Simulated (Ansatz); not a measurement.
H2Mg (SMILES [MgH2]) moved off its minimum; all values from Ansatz (a quantum-chemistry and plane-wave program), cores frozen in correlated methods.
(charge 0, multiplicity 1)
```xyz
3

Mg     0.0129     0.0724     0.1340
H     -0.0463    -0.0615    -1.6117
H     -0.0216     0.0539     1.7294
```

```tsv
level	largest force (eV/Å)	on atom	rms difference from CCSD(T)/def2-TZVPPD (eV/Å)	dipole (D)
HF/def2-TZVPP	1.69	Mg1	0.023	0.58
PBE/def2-TZVPP	1.58	Mg1	0.027	0.49
r2SCAN/def2-TZVPP	1.61	Mg1	0.016	0.53
B3LYP/def2-TZVPP	1.59	Mg1	0.049	0.51
wB97M-V/def2-TZVPP	1.60	Mg1	0.069	0.54
MP2/def2-TZVPPD	1.66	Mg1	0.026	0.56
CCSD(T)/def2-TZVPPD	1.63	Mg1	0.000	0.54
```

The differences count from one level among others, with limits of its own. Forces at CCSD(T)/def2-TZVPPD (eV/Å):

```json
[
 {"atom": "Mg1", "Fx": "-0.048", "Fy": "-0.113", "Fz": "-1.629"},
 {"atom": "H2", "Fx": "0.042", "Fy": "0.075", "Fz": "0.337"},
 {"atom": "H3", "Fx": "0.006", "Fy": "0.039", "Fz": "1.291"}
]
```
